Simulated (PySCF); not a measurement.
**Potential energy of GeP along the bond**

Set-up: basis Ge def2-TZVPPD, P def2-TZVPPD; no relativity; PySCF 2.14. Energies in eV from Ge + P in their ground configurations at the same level. All curves are PBE0. state 1: ²Π (doublet), unpaired electrons π ↑; state 2: ²Σ⁺ (doublet), unpaired electrons σ ↑, a second solution, started from another occupation; state 3: ⁴Π (quartet), unpaired electrons π ↑↑↑, a second solution, started from another occupation; state 4: ⁶Σ⁺ (sextet), unpaired electrons σ ↑, π ↑↑↑↑, a second solution, started from another occupation.

```json
{"R (Å)": "1.846", "state 1": "-2.007", "state 2": "-2.527", "state 3": "1.480", "state 4": "3.5612"}
{"R (Å)": "1.931", "state 1": "-2.764", "state 2": "-2.984", "state 3": "0.275", "state 4": "2.3024"}
{"R (Å)": "2.017", "state 1": "-3.183", "state 2": "-3.151", "state 3": "-0.562", "state 4": "1.4047"}
{"R (Å)": "2.082", "state 1": "-3.332", "state 2": "-3.140", "state 3": "-1.007", "state 4": "0.9109"}
{"R (Å)": "2.146", "state 1": "-3.374", "state 2": "-3.044", "state 3": "-1.329", "state 4": "0.5365"}
{"R (Å)": "2.210", "state 1": "-3.332", "state 2": "-2.885", "state 3": "-1.553", "state 4": "0.2566"}
{"R (Å)": "2.296", "state 1": "-3.183", "state 2": "-2.608", "state 3": "-1.732", "state 4": "-0.0038"}
{"R (Å)": "2.404", "state 1": "-2.900", "state 2": "-2.230", "state 3": "-1.814", "state 4": "-0.1995"}
{"R (Å)": "2.532", "state 1": "-2.517", "state 2": "-1.801", "state 3": "-1.771", "state 4": "-0.3113"}
{"R (Å)": "2.704", "state 1": "-2.025", "state 2": "-1.306", "state 3": "-1.571", "state 4": "-0.3448"}
```

Task: Put a parabola through the three lowest points of the state 1 curve and estimate Re, k and ωe (reduced mass 21.83 u; 1 eV/Å² = 0.16022 mdyn/Å; ωe = 1302.8·√(k/μ) cm⁻¹).

Result: Through R = 2.082, 2.146, 2.21 Å the second-order coefficient is 10.3 eV/Å², so Re ≈ 2.146 Å, k ≈ 3.29 mdyn/Å and ωe ≈ 505 cm⁻¹. A polynomial fit of higher order to the unrounded PBE0 energies gives Re = 2.143 Å, k = 3.23 mdyn/Å, ωe = 502 cm⁻¹; anharmonicity and rounding make the difference.

The higher-order fit for each curve: state 1: Re = 2.143 Å, ωe = 502 cm⁻¹, De = 3.37 eV; state 2: Re = 2.042 Å, ωe = 551 cm⁻¹, minimum 3.16 eV below the ground-state fragments; state 3: Re = 2.424 Å, ωe = 329 cm⁻¹, minimum 1.82 eV below the ground-state fragments; state 4: Re = 2.686 Å, ωe = 164 cm⁻¹, minimum 0.345 eV below the ground-state fragments.

⟨S²⟩ of the unrestricted solution departs from its pure value on part of the curve, where spin states mix. Spin–orbit coupling is left out. The state was picked by a PBE0 search and need not be the measured ground state.
